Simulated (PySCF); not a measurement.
C2H8N2Si2, SMILES N[Si@@H]1C=N[C@H]1[SiH3].

Coordinates come from a PBE0-D3(BJ)/def2-SVP optimisation. The structure was generated by enumeration; whether it is a known compound was not checked. Other conformers were not sampled.

Level of theory: PBE/def2-TZVP run with PySCF.

Gas-phase values at a fixed geometry.

Computed frontier levels, gap, dipole moment and polarisability:
| Property | Result |
|---|---|
| highest occupied level | -5.52 eV |
| lowest empty level | -2.01 eV |
| orbital gap | 3.51 eV |
| dipole moment | 3.35 D |
| quadrupole, principal values (traceless, Buckingham form, about the centre of nuclear charge) | -5.39, 0.13, 5.26 D·Å |
| mean static polarisability | 90.9 bohr³ (13.47 Å³) |
| polarisability, principal values | 74.6, 89.0, 109.1 bohr³ |
